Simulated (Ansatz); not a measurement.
`[BH2][GaH][OH]` + `[SiH3]N[SiH3]` → `BN([SiH3])[SiH3]` + `[OH][GaH2]` at 700 K and 1 bar (cleavage of the B–Ga bond).

Gas-phase electronic energies from Ansatz, PBE0-D4/def2-TZVP geometries. CCSD(T)/CBS adds triple-zeta CCSD(T) − MP2 to the extrapolated MP2 energy (def2 sets, frozen cores). This one scheme is used for every species. For Ga outer-core shells are correlated without core-valence functions, which leaves a few kJ/mol of doubt a bond. Scalar relativity is left out up to krypton. Each species was taken in one conformer, which may not be the lowest.

```tsv
species	CCSD(T)/CBS energy (Eh)	H − E (kJ/mol)	S (J/(mol·K))
`[BH2][GaH][OH]`	-2026.29567	163.5	393.7
`[SiH3]N[SiH3]`	-637.10515	245.6	444.2
`BN([SiH3])[SiH3]`	-662.52490	292.0	480.2
`[OH][GaH2]`	-2000.92981	111.5	322.8
```

H − E and S are ideal-gas, rigid-rotor, harmonic terms from PBE0-D4/def2-TZVP, for one conformer and one mirror image of each species. 1 Eh = 2625.50 kJ/mol, R = 8.31446 J/(mol·K).

**Question.** By hand: ΔE, ΔH, ΔS and ΔG.

**Answer.** ΔE = (-662.52490) + (-2000.92981) − (-2026.29567) − (-637.10515) = -0.05389 Eh = -141.5 kJ/mol. Δ(H − E) = 292.0 + 111.5 − 163.5 − 245.6 = -5.6, so ΔH = -147.1 kJ/mol. ΔS = 480.2 + 322.8 − 393.7 − 444.2 = -34.9 J/(mol·K). ΔG = -147.1 − 700 × (-34.9)/1000 = -122.7 kJ/mol.

**Question.** By hand: the equilibrium constant, and the temperature at which ΔG would vanish if ΔH and ΔS stayed fixed.

**Answer.** log₁₀ K = −ΔG/(RT ln 10) = 9.2. ΔG = 0 at ΔH/ΔS = 4215 K, far beyond where these terms or the molecules hold.

ΔH outweighs TΔS. A doubt of 5 kJ/mol in ΔE shifts log₁₀ K by 0.4 here. Other conformers and mirror images would add mixing entropy, several J/(mol·K) or more a flexible species. Modes under 60 cm⁻¹, often nearly free rotors, make the harmonic entropy too high. These are equilibria of isolated gas molecules and say nothing of rates. Largest T1 diagnostic: 0.015 (customary marks: 0.02 for closed shells, 0.045 for open ones).
